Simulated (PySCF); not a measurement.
Si(F)(OH) (FHOSi), SMILES O[Si]F (connectivity only; charge and spin as stated), neutral, multiplicity 1. Geometry optimised at B3LYP-D3(BJ)/def2-TZVP. The values are those of a single conformer.

PySCF with TDA-PBE0/def2-SVPD puts the lowest singlet excitations at 5.79, 7.25, 7.50, 7.76, 8.06, 8.50 eV.

Task: What are the lowest excitation roots from ADC(2)/aug-cc-pVDZ (PySCF)? (Estimate from the structure and the level; the computed values follow.)

Result: 5.56, 7.18, 7.38, 7.64, 7.68, 7.89 eV. S1 differs by -0.23 eV (second minus first; roots are paired by order, and the bases may differ).
